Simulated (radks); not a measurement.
Values are calculated unless marked as measured or tabulated.
The ytterbium ion Yb58+, configuration [Ne] 3s2. Level of theory: non-relativistic Kohn-Sham, PBE, spin-polarised, spherical densities, point nucleus; relativity is left out, which matters for an element this heavy (a radial shooting solver on a logarithmic mesh with Libxc functionals). Some entries of the table are withheld. Estimate them.

orbital,occ.,eigenvalue (eV),<r> (bohr),<r^2> (bohr^2)
1s,2,-61381.86,(1),0.0006257
2s,2,-13564.25,(2),0.009520
2p,6,(3),(4),0.007026
3s,2,-5678.190,(5),0.05066

Answer. 
(1) 1s <r> (bohr): 0.02164
(2) 2s <r> (bohr): 0.09024
(3) 2p eigenvalue (eV): -13223.33
(4) 2p <r> (bohr): 0.07630
(5) 3s <r> (bohr): 0.2112
